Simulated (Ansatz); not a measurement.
Ansatz (a quantum-chemistry and plane-wave program) input (PBE/6-31G* with LANL2DZ past Ar): The .json file joins the Basis Set Exchange's 6-31G* for atoms up to Ar and LANL2DZ past it.

Ansatz 0.2 input:
```yaml
crystal:
  periodic: [false, false, false]
  atoms:
    - {symbol: Ba, position_ang: [-0.00000000, -0.00000000, -0.62886067]}
    - {symbol: Cl, position_ang: [0.00000000, 0.00000000, 2.07154102]}
basis:
  gaussian:
    orbitals: 6-31Gs+LANL2DZ.json
hamiltonian:
  xc: {name: PBE}
magnetization: {spin_polarized: true, initial_magnetization: 1}
output: {forces: true}
```

**Question.** What final total energy does it give?

**Answer.** -485.25125 Eh.
